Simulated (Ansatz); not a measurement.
Stepwise reaction of `BO` with ammonia, as a gas-phase model of exchange steps in deposition or etching. ΔE in kJ/mol; ΔG adds harmonic PBE0-D4 terms to CCSD(T)/CBS, at 1 bar.

Isolated molecules relaxed with PBE0-D4/def2-TZVP in Ansatz; ΔE leaves out vibrations. CCSD(T)/CBS adds triple-zeta CCSD(T) − MP2 to the extrapolated MP2 energy (def2 sets, frozen cores). This one scheme is used for every species. DFT in def2-TZVPP. B3LYP here is the variant with VWN-RPA as its local correlation; programs differ in this. Each species was taken in one conformer, which may not be the lowest.

```tsv
step	reaction	PBE-D4	B3LYP-D4	ωB97M-V	CCSD(T)/CBS	ΔG(400 K)
1	`BO` + NH₃ → `NBO` + H₂	-101.7	-99.9	-99.6	-96.3	-96.0
```

Give the row of step 2, `NBO` + NH₃ → `NB(N)O` + H₂. (An estimate is asked.)

Computed: 
| step | reaction | PBE-D4 | B3LYP-D4 | ωB97M-V | CCSD(T)/CBS | ΔG(400 K) |
| --- | --- | --- | --- | --- | --- | --- |
| 2 | `NBO` + NH₃ → `NB(N)O` + H₂ | -47.4 | -49.8 | -50.4 | -49.6 | -60.1 |

By hand: ΔE of the 2 steps together at CCSD(T)/CBS.

(-96.3) + (-49.6) = -145.9 kJ/mol, or -73.0 kJ/mol a step.

In ΔE each step is higher than the one before. All are downhill at CCSD(T)/CBS. ΔG lies between -96.0 and -60.1 kJ/mol a step. PBE-D4 differs from CCSD(T)/CBS by -5.4 to 2.2 kJ/mol a step. Isolated molecules leave out the surface, adducts and barriers. Largest T1 diagnostic: 0.014.
